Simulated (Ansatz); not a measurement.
Born–Oppenheimer molecular dynamics of ClH₄NOSi (8 atoms, charge 0, multiplicity 1). It goes on from the last frame of an earlier run, with new velocities.

The calculation used RKS PBE/def2-SVP (Ansatz 0.2.0).

```
ensemble        : NVT, Langevin thermostat
time step       : 0.5 fs
steps asked     : 100
set temperature : 700 K
friction        : 0.001 /fs
seed            : 741551
```

First frame:

```xyz
8
Properties=species:S:1:pos:R:3
Si 0.116 -0.024 -0.166
Cl 0.167 -0.326 1.894
O 1.642 0.152 -0.896
H 2.098 -0.653 -1.119
N -0.783 1.466 -0.545
H -1.557 1.667 0.146
H -0.367 2.319 -0.935
H -0.483 -1.290 -0.649
```

**Question.** How far do the bonds stretch over the last three quarters of this one trajectory? (Pairs bonded in most of those frames.)

**Answer.** 
```tsv
bond	mean (Å)	spread (Å)	shortest	longest
Si1–Cl2	2.111	0.021	2.08	2.14
Si1–O3	1.680	0.025	1.64	1.71
Si1–N5	1.729	0.038	1.65	1.78
Si1–H8	1.503	0.042	1.44	1.56
O3–H4	0.977	0.017	0.95	1.00
N5–H6	1.025	0.014	1.00	1.05
N5–H7	1.033	0.034	0.98	1.09
```

Mean temperature of the second half: 440 K. The mean temperature of the second half is 37 % below the set value. A run of 0.05 ps of so small a system gives no equilibrium averages.

Run time: 3.8 min on 1 thread of Arm Neoverse V1, with other jobs on the host, peak memory 0.11 GiB.
